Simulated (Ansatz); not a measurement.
Relaxation of AlCl3H4OSi (10 atoms, charge 0, multiplicity 1), to a largest force component of 0.03 eV/Å in at most 50 steps.

Level of theory: Ansatz, RKS PBE-D4/cc-pVDZ.

```xyz
10
Properties=species:S:1:pos:R:3
Al 0.069 0.483 0.009
Cl -0.124 0.363 2.200
Cl 1.919 1.052 -0.835
Cl -1.686 0.329 -1.164
O 0.367 -2.405 0.572
Si -0.769 -3.583 0.020
H -0.117 -4.942 0.041
H -1.996 -3.589 0.899
H -1.125 -3.203 -1.391
H 0.208 -2.091 1.501
```

Task: Where does it end, and by what steps?

Result: The forces met the threshold. The force dipped under the threshold on the way, but the program's further checks kept it going. After 18 steps the energy has fallen by 0.918 eV; Cl3 moved furthest, 0.83 Å. Joined: Al1–O5 (2.96 → 1.97 Å).

```json
{"step": "0", "energy less start (eV)": "0.0000", "largest force component (eV/Å)": "0.927", "accepted": "yes"}
{"step": "1", "energy less start (eV)": "-0.2716", "largest force component (eV/Å)": "0.893", "accepted": "yes"}
{"step": "2", "energy less start (eV)": "-0.5457", "largest force component (eV/Å)": "1.358", "accepted": "yes"}
{"step": "3", "energy less start (eV)": "-0.7517", "largest force component (eV/Å)": "0.723", "accepted": "yes"}
{"step": "4", "energy less start (eV)": "-0.8424", "largest force component (eV/Å)": "0.330", "accepted": "yes"}
{"step": "5", "energy less start (eV)": "-0.8645", "largest force component (eV/Å)": "0.164", "accepted": "yes"}
{"step": "6", "energy less start (eV)": "-0.8774", "largest force component (eV/Å)": "0.098", "accepted": "yes"}
{"step": "7", "energy less start (eV)": "-0.8930", "largest force component (eV/Å)": "0.318", "accepted": "yes"}
{"step": "8", "energy less start (eV)": "-0.9028", "largest force component (eV/Å)": "0.220", "accepted": "yes"}
{"step": "9", "energy less start (eV)": "-0.9101", "largest force component (eV/Å)": "0.211", "accepted": "yes"}
{"step": "10", "energy less start (eV)": "-0.9141", "largest force component (eV/Å)": "0.131", "accepted": "yes"}
{"step": "11", "energy less start (eV)": "-0.9010", "largest force component (eV/Å)": "0.430", "accepted": "no"}
{"step": "12", "energy less start (eV)": "-0.9162", "largest force component (eV/Å)": "0.057", "accepted": "yes"}
{"step": "13", "energy less start (eV)": "-0.9172", "largest force component (eV/Å)": "0.111", "accepted": "yes"}
{"step": "14", "energy less start (eV)": "-0.9175", "largest force component (eV/Å)": "0.030", "accepted": "yes"}
{"step": "15", "energy less start (eV)": "-0.9177", "largest force component (eV/Å)": "0.009", "accepted": "yes"}
{"step": "16", "energy less start (eV)": "-0.9179", "largest force component (eV/Å)": "0.032", "accepted": "yes"}
{"step": "17", "energy less start (eV)": "-0.9179", "largest force component (eV/Å)": "0.039", "accepted": "yes"}
{"step": "18", "energy less start (eV)": "-0.9180", "largest force component (eV/Å)": "0.024", "accepted": "yes"}
```

```xyz
10
Properties=species:S:1:pos:R:3
Al -0.024 -0.081 0.247
Cl 0.147 0.617 2.277
Cl 1.594 0.336 -1.086
Cl -1.984 -0.099 -0.650
O 0.145 -1.999 0.645
Si -0.741 -3.320 -0.158
H -0.007 -4.557 0.276
H -2.161 -3.324 0.318
H -0.580 -3.023 -1.613
H 0.358 -2.134 1.595
```

Whether the end is a true minimum wasn't checked by a vibrational analysis.

The run took 25 s on 4 threads of Intel(R) Xeon(R) CPU @ 2.60GHz (Ice Lake) (shared host), peak memory 0.25 GiB.
